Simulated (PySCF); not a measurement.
Isomers of CH7FGeSi. The calculation used TDDFT PBE0/def2-SVPD, vertical, gas phase, core orbitals frozen in the response in PySCF. Geometries: PBE0-D3(BJ)/def2-SVP; one conformer of each isolated species. Triplets are in the Tamm–Dancoff approximation. 'Strongest' means the level of largest summed f among the lowest 10 singlets; it needn't be the same kind of state in each. Relativistic effects are left out although some hold elements past zinc.

**Question.** Rank by computed lowest triplet energy, highest first.
A. `[SiH3][C@@H]([GeH3])F`
B. `FC[SiH2][GeH3]`
C. `C[Si@H](F)[GeH3]`
D. `[CH2]([GeH2][F])[SiH3]`

**Answer.** D (7.08 eV), A (6.47 eV), B (6.27 eV), C (5.85 eV).

```
               SMILES  T1 (eV)  S1 (eV)  α (au)  first f ≥ 0.01 (nm)  f (strongest)  gap (eV)  S1 mainly
 [F][GeH2][CH2][SiH3]     7.08     7.44    70.7                  167           0.18      8.78  H→L (94%)
F[C@@H]([SiH3])[GeH3]     6.47     7.03    74.4                  176           0.27      8.33  H→L (62%)
       FC[SiH2][GeH3]     6.27     7.00    77.3                  177           0.36      8.05  H→L (65%)
     C[Si@H](F)[GeH3]     5.85     6.63    73.9                  187           0.22      7.94  H→L (97%)
```

H and L stand for HOMO and LUMO.
